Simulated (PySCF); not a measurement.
# How methods differ on the excitation energy of Sr

Sr [Kr] 5s2 (1S) → Sr [Kr] 5s1 6s1 (3S), as a difference of total energies. Calculation: PySCF 2.14, in aug-cc-pwCVTZ-X2C with one added diffuse shell each of s, p, d, f type (11s10p8d4f, 109 functions); the spin-free X2C one-electron Hamiltonian (Gaussian nucleus). Correlated levels: valence: [Kr] frozen; valence and next inner shell: [Ar] 3d10 frozen. The calculations carry no spin-orbit coupling.

Task: Order these methods by the excitation energy they give, lowest first.
A. PBE
B. MP2 (valence and next inner shell)
C. PBE0
D. LDA

Result: C (3.427 eV), A (3.475 eV), B (3.533 eV), D (3.638 eV).

Errors of the correlated levels include the incompleteness of this basis and the frozen core.

For comparison: 3.600 eV (measured; NIST levels).
